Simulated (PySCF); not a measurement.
**Ionising BeBr**

UHF-CCSD(T); Be def2-SVPD, Br def2-SVPD; no relativity (PySCF 2.14). Neutral (UHF): doublet (σ ↑), Re = 2.017 Å, ωe = 661 cm⁻¹, De = 2.83 eV.

BeBr⁻ (RHF): singlet (closed shell), Re = 2.289 Å, ωe = 329 cm⁻¹, De = 0.69 eV to Be + Br⁻. The energies at the minima are -2587.01069 hartree for BeBr and -2587.05407 for BeBr⁻.

**Question.** Work out the adiabatic electron affinity, without and with harmonic zero-point energies (1 hartree = 27.2114 eV, 1 eV = 8065.5 cm⁻¹), and the change of the bond length.

**Answer.** At CCSD(T): 0.04338 hartree = 1.180 eV between the minima; the zero-point term (661.0 − 329.0)/2 cm⁻¹ = +0.021 eV makes it 1.201 eV. Re changes by +27.2 pm against the neutral. The electron enters a σ orbital, and the ion is left as a loose complex of an ion and an atom.

Correlated steps freeze 9 core orbitals. Correlated levels converge slowly with the basis: in double zeta they bind strong bonds too weakly, by up to about 1 eV, and carry superposition errors of some tenths. For an ion De counts to the pair picked by the measured ionisation energies or electron affinities, which need not be the lowest pair at this level. States were picked by a PBE0 search and need not be the measured ground states.

Neutral and ion stand on different kinds of reference determinant, which adds to the error of the difference.
